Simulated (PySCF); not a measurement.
# Adding and removing an electron: MgCd

B3LYP; Mg cc-pVDZ, Cd cc-pVDZ-PP with ECP28; scalar-relativistic core potentials (PySCF 2.14). Neutral (UKS): singlet (closed shell), Re = 3.866 Å, ωe = 34.6 cm⁻¹, De = 0.01 eV, HOMO -5.19 eV, LUMO -1.36 eV.

MgCd⁺ (UKS): doublet (σ ↑), Re = 2.952 Å, ωe = 156 cm⁻¹, De = 0.90 eV to Mg⁺ + Cd. The energies at the minima are -367.89069 hartree for MgCd and -367.63821 for MgCd⁺.

**Question.** Work out the adiabatic ionisation energy, without and with harmonic zero-point energies (1 hartree = 27.2114 eV, 1 eV = 8065.5 cm⁻¹), and the change of the bond length.

**Answer.** At B3LYP: 0.25248 hartree = 6.870 eV between the minima; the zero-point term (156.0 − 34.6)/2 cm⁻¹ = +0.008 eV makes it 6.878 eV. Re changes by -91.4 pm against the neutral. Minus the HOMO energy is 5.19 eV, -1.68 eV from the value between the minima; self-interaction puts the Kohn–Sham level too high, less so with exact exchange. The electron leaves a σ orbital, and the shorter bond of the ion fits an antibonding orbital, or a change in how ionic the bond is.

Closed-shell solutions of metal pairs were not tested for spin polarisation, which can lower them a little. Weak bonds: MgCd. Basis-set superposition, not corrected here, can be much of De in a small basis, most of all at correlated wavefunction levels. Spin–orbit coupling is left out. For an ion De counts to the pair picked by the measured ionisation energies or electron affinities, which need not be the lowest pair at this level. States were picked by a PBE0 search and need not be the measured ground states.
